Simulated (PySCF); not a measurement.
Compound: OsO4(NH3) (singlet state).
Bonds: Os1–O2, Os1–N3, Os1–O7, Os1–O8, Os1–O9. Hydrogens: H4, H5, H6 on N3.

Computed by this run: PySCF, PBE0-D3(BJ)/def2-SVP geometry optimisation, gas phase, def2 core potentials past Kr; density fitting, grid level 1; the optimiser is geomeTRIC in internal coordinates, started from a GFN2-xTB structure with every atom displaced at random (about 0.03 Å).

Step 0: E = -12175.0662 eV
```
atom  x, y, z in Å  |  force x, y, z in eV/Å
Os1     0.0600   -0.0744    1.2622   -3.484  10.044  -1.572
O2     -0.0205   -0.0114    2.8727    0.359  -0.145   6.191
N3     -0.0589   -0.0088   -1.4238    5.759  -1.127   0.736
H4      0.6252   -0.7889   -1.7588   -2.282   1.409   0.514
H5      0.4173    0.8260   -1.7877   -0.533  -0.003   0.301
H6     -0.9581   -0.0471   -1.7587   -2.737  -0.529  -1.382
O7      1.6061   -0.0002    0.8447    7.657  -0.478  -2.057
O8     -0.7451    1.3843    0.8256    0.156  -0.429   0.018
O9     -0.7931   -1.3490    0.8981   -4.894  -8.741  -2.750
```

Task: Estimate the geometry and energy of step 1. (The exact step hangs on the optimiser's Hessian estimate; all steps are aligned on step 0, rigid shifts and turns removed.)

Result: E = -12176.4431 eV, largest force 2.341 eV/Å
```
atom  x, y, z in Å  |  force x, y, z in eV/Å
Os1    -0.0061    0.0220    1.2512    1.233  -1.981  -0.186
O2      0.0369   -0.0246    2.9783   -0.174   0.236  -2.053
N3      0.0097   -0.0362   -1.3928    0.679   0.387   0.327
H4      0.5884   -0.7848   -1.7830   -0.403  -0.115   0.163
H5      0.4331    0.8211   -1.7531   -0.214   0.073   0.093
H6     -0.9412   -0.0898   -1.7357   -0.174  -0.176  -0.261
O7      1.6734   -0.0111    0.7790   -2.130   0.155   0.835
O8     -0.8088    1.4708    0.8296    0.238  -0.547   0.295
O9     -0.8525   -1.4367    0.8008    0.945   1.970   0.787
```

The energy changes by -1.3769 eV. The first-order estimate −F·Δx gives -4.2981 eV and the mean of the old and new forces, exact on a quadratic surface, -1.6429 eV. The step makes an angle of 39° with the force vector and moves no atom by more than 0.144 Å.

What follows is the cost of the whole optimisation. Hardware: an Arm Neoverse N1 with one thread, no GPU, shared host with 64 logical CPUs at a one-minute load of 58. Cost: 89 s wall, 0.46 GiB resident at most.
